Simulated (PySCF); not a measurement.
diboron tetrafluoride anion (B₂F₄), SMILES FB(F)B(F)F (connectivity only; charge and spin as stated), charge -1, multiplicity 2. Geometry: PBE0-D3(BJ)/def2-SVPD. The spin state was assumed, not searched. Other conformers were not sampled.

All values below come from PBE0-D3(BJ)/def2-SVPD in PySCF.

Harmonic wavenumbers (cm⁻¹): 118, 140, 322, 343, 395, 441, 481, 628, 998, 1117, 1122, 1402. Rotational constants (GHz): 5.122, 2.403, 1.636; symmetry number 4.

Work out the zero-point energy and the ideal-gas rigid-rotor harmonic-oscillator thermochemistry at 298.15 K and 1 atm.

ZPE = ½ Σ hcν = ½ × 7508 cm⁻¹ = 10.73 kcal/mol. H − E(el) = 15.10 kcal/mol. Entropy in cal/(mol K): translation 39.65, rotation 24.42, vibration 11.57, spin 1.38, total 77.01. G − E(el) = -7.86 kcal/mol. Cp = 21.15 cal/(mol K). Modes under 150 cm⁻¹ make the vibrational entropy uncertain.
